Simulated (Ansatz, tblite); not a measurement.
Removing an electron: the cluster MgF3⁻. Charge -1, multiplicity 1. Geometry: r2SCAN-D4/def2-TZVPD. Ansatz, gas phase; energy differences of separate SCF runs; the oxidised species was run as a doublet alone.

```xyz
4

Mg    0.0009   -0.0011   -0.0007
F     1.5445    0.6239    0.7295
F    -1.0317   -1.1773    0.9251
F    -0.5137    0.5545   -1.6538
```

The xTB rows come from tblite. Correlated methods freeze 4 core orbitals; core or outer-core shells of Mg are correlated, in sets that lack core-valence functions. The structure comes from a short search, and lower isomers may exist.

| level | −HOMO (eV) | vertical IE (eV) | −LUMO (eV) | HOMO–LUMO gap (eV) |
| --- | --- | --- | --- | --- |
| GFN1-xTB | 7.16 | 11.09 | 3.47 | 3.69 |
| GFN2-xTB | 6.77 | 10.56 | 2.49 | 4.28 |
| HF/def2-TZVPPD | – | 6.14 | – | – |
| PBE-D4/def2-TZVPD | 2.36 | 5.79 | -3.20 | 5.56 |
| r2SCAN-D4/def2-TZVPD | 2.74 | 6.03 | -3.75 | 6.49 |
| PBE0-D4/def2-TZVPD | 4.29 | 6.58 | -3.81 | 8.09 |
| MP2/def2-TZVPPD | – | 8.24 | – | – |
| CCSD/def2-TZVPPD | – | 7.80 | – | – |
| CCSD(T)/def2-TZVPPD | – | 7.85 | – | – |

 Raw xTB energy differences between charge states are shifted by several eV; the methods need an empirical correction for them.
